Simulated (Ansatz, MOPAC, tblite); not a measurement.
# How methods differ on SiNH4ClO (SMILES N[SiH](O)Cl)

The runs start from one conformer, not always the lowest.

SiNH4ClO, singlet, SMILES `N[SiH](O)Cl`. Each level relaxes the structure for itself.

Each level gives the highest harmonic wavenumber at each level's own minimum (cm⁻¹). The values are calculated.

```json
{"level": "AM1", "kind": "semi-empirical", "program": "MOPAC", "value (cm⁻¹)": "3602"}
{"level": "PM3", "kind": "semi-empirical", "program": "MOPAC", "value (cm⁻¹)": "3926"}
{"level": "GFN2-xTB", "kind": "semi-empirical", "program": "tblite", "value (cm⁻¹)": "3654"}
{"level": "MNDOD", "kind": "semi-empirical", "program": "MOPAC", "value (cm⁻¹)": "4013"}
{"level": "HF/STO-3G", "kind": "Hartree–Fock", "program": "Ansatz", "value (cm⁻¹)": "4284"}
{"level": "HF/3-21G", "kind": "Hartree–Fock", "program": "Ansatz", "value (cm⁻¹)": "3993"}
{"level": "HF/6-31G* (Cartesian functions)", "kind": "Hartree–Fock", "program": "Ansatz", "value (cm⁻¹)": "4125"}
{"level": "PBE/def2-SVP", "kind": "GGA", "program": "Ansatz", "value (cm⁻¹)": "3741"}
{"level": "PBE0-D4/def2-TZVP", "kind": "global hybrid", "program": "Ansatz", "value (cm⁻¹)": "3904"}
{"level": "B3LYP/6-31G* (Cartesian functions)", "kind": "global hybrid", "program": "Ansatz", "value (cm⁻¹)": "3788"}
```

Harmonic and unscaled. The values span 3602 to 4284 cm⁻¹.
